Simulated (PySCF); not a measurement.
# Radial density of Li⁺ (lithium, charge +1)

UHF, 1s2, closed-shell 1S. Computed with PySCF 2.14 in aug-cc-pCVQZ (9s8p6d4f2g, 109 functions), with no relativity, point nucleus.

| r (bohr) | 4πr²ρ (e/bohr) |
| --- | --- |
| 0.00938 | 0.01430 |
| 0.0158 | 0.03886 |
| 0.0265 | 0.1032 |
| 0.0446 | 0.2620 |
| 0.0751 | 0.6195 |
| 0.126 | 1.298 |
| 0.212 | 2.237 |
| 0.357 | 2.814 |
| 0.601 | 2.142 |
| 1.01 | 0.7303 |
| 1.70 | 0.06634 |
| 2.86 | 0.0006424 |
